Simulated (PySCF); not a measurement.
A calculated (r2SCAN, PySCF 2.14, 6-31G*, the non-relativistic Hamiltonian (point nucleus)) atom or ion has these occupied shells.

```json
{"shell": "1s β", "electrons": "1", "orbital energy (eV)": "-5858.2", "rms radius, mean of both spins (bohr)": "0.0743"}
{"shell": "1s α", "electrons": "1", "orbital energy (eV)": "-5858.2", "rms radius, mean of both spins (bohr)": "0.0743"}
{"shell": "2s α", "electrons": "1", "orbital energy (eV)": "-669.46", "rms radius, mean of both spins (bohr)": "0.320"}
{"shell": "2s β", "electrons": "1", "orbital energy (eV)": "-667.41", "rms radius, mean of both spins (bohr)": "0.320"}
{"shell": "2p α", "electrons": "3", "orbital energy (eV)": "-567.84", "rms radius, mean of both spins (bohr)": "0.289"}
{"shell": "2p β", "electrons": "3", "orbital energy (eV)": "-566.27", "rms radius, mean of both spins (bohr)": "0.289"}
{"shell": "3s α", "electrons": "1", "orbital energy (eV)": "-81.283", "rms radius, mean of both spins (bohr)": "0.979"}
{"shell": "3s β", "electrons": "1", "orbital energy (eV)": "-75.298", "rms radius, mean of both spins (bohr)": "0.979"}
{"shell": "3p α", "electrons": "3", "orbital energy (eV)": "-52.830", "rms radius, mean of both spins (bohr)": "1.06"}
{"shell": "3p β", "electrons": "3", "orbital energy (eV)": "-46.809", "rms radius, mean of both spins (bohr)": "1.06"}
{"shell": "3d α", "electrons": "5", "orbital energy (eV)": "-8.761", "rms radius, mean of both spins (bohr)": "1.42"}
```

Name the element and its charge.

Cr⁺ (chromium, charge +1), in [Ar] 3d5, high-spin 6S determinant.
